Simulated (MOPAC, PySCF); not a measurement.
C₅H₆, SMILES `C1(=C)C(C1)=C`, neutral singlet in the gas phase. 

Cartesian coordinates (Å):
SMILES: C=C1CC1=C
```xyz
11

C     -1.8274     0.6906    -0.3071
C     -0.6996     0.0324    -0.1015
C     -0.0428    -1.2890     0.1264
C      0.7008     0.0042     0.0626
C      1.8707     0.6163     0.1265
H     -1.8337     1.7664    -0.4321
H     -2.7786     0.1757    -0.3569
H      0.0413    -1.9795    -0.7090
H     -0.1657    -1.7716     1.0928
H      1.9484     1.6905     0.0115
H      2.7866     0.0639     0.2956
```
Charge 0, multiplicity 1.

All levels are single points at this geometry (B3LYP-D3(BJ)/def2-TZVP); Pople sets use spherical d functions. Orbital energies aren't observables, and empty levels follow the basis.

```json
[
 {"level": "B3LYP-D3(BJ)/def2-TZVP in PySCF", "HOMO (eV)": "-6.80", "LUMO (eV)": "-1.47", "gap (eV)": "5.32", "dipole (D)": "0.20", "vertical IE, Delta-SCF (eV)": "–"},
 {"level": "B3LYP/3-21G in PySCF", "HOMO (eV)": "-6.55", "LUMO (eV)": "-0.92", "gap (eV)": "5.63", "dipole (D)": "0.14", "vertical IE, Delta-SCF (eV)": "–"},
 {"level": "B3LYP/6-31G* in PySCF", "HOMO (eV)": "-6.46", "LUMO (eV)": "-1.00", "gap (eV)": "5.46", "dipole (D)": "0.16", "vertical IE, Delta-SCF (eV)": "8.77"},
 {"level": "PBE/6-31G* in PySCF", "HOMO (eV)": "-5.65", "LUMO (eV)": "-1.75", "gap (eV)": "3.91", "dipole (D)": "0.18", "vertical IE, Delta-SCF (eV)": "8.75"},
 {"level": "HF/3-21G in PySCF", "HOMO (eV)": "-9.07", "LUMO (eV)": "2.94", "gap (eV)": "12.02", "dipole (D)": "0.12", "vertical IE, Delta-SCF (eV)": "–"},
 {"level": "PM7 in MOPAC", "HOMO (eV)": "-9.89", "LUMO (eV)": "-0.05", "gap (eV)": "9.84", "dipole (D)": "0.01", "vertical IE, Delta-SCF (eV)": "–"}
]
```
